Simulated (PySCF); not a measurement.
# A search over the determinants of SrCd⁺

Unrestricted PBE0; PySCF, scalar-relativistic core potentials, basis sets Sr def2-SVP with ECP28, Cd def2-SVP with ECP28. Outer shells of the fragments: Sr+ 5s1; Cd 4d10 5s2.

Followed along the bond (rough minima from three points):

| 2Ms+1 | unpaired | ⟨S²⟩ at the start | R at minimum (Å) | Te (eV) |
| --- | --- | --- | --- | --- |
| 2 | σ ↑ | 0.75 | 3.57 | 0.00 |
| 2 | δ ↑ | 0.75 | 3.50 | 1.57 |
| 4 | σ ↑↑, π ↑ | 3.75 | 3.58 | 3.68 |
| 2 | π ↑ | 0.76 | none in the scan | ≤ 1.17 |

Solutions found at the starting distance of 3.210 Å, counted from the lowest of them; the search is not exhaustive and high or unbound solutions are not listed, so other states can lie among these:

| 2Ms+1 | unpaired | term | E (eV) | ⟨S²⟩ | ⟨Lz²⟩ | μ (D) |
| --- | --- | --- | --- | --- | --- | --- |
| 2 | σ ↑ | ²Σ⁺ | 0.00 | 0.75 | 0.00 | -4.88 |
| 2 | π ↑ | ²Π | 1.08 | 0.76 | 1.00 | -8.24 |
| 2 | δ ↑ | ²Δ | 1.53 | 0.75 | 4.00 | -4.96 |
| 4 | σ ↑↑, π ↑ | ⁴Π | 3.69 | 3.75 | 1.00 | -6.19 |
| 4 | σ ↑↑↑ | ⁴Σ⁺ | 4.05 | 3.75 | 0.00 | -4.23 |
| 4 | σ ↑, π ↑↑ | ⁴Σ⁻ | 4.57 | 3.75 | 0.00 | -8.05 |
| 4 | σ ↑↑, δ ↑ | ⁴Δ | 5.05 | 3.75 | 4.00 | -3.29 |

A term symbol is given only where ⟨S²⟩ and ⟨Lz²⟩ are close to those of a pure state; real π, δ and φ orbitals otherwise mix terms. A positive dipole points towards Cd; it is taken about the centre of mass and depends on that origin.

Spin–orbit coupling is left out. Counting both spins, an empty level lies below a filled one in some of these solutions, because spin and occupation are held.
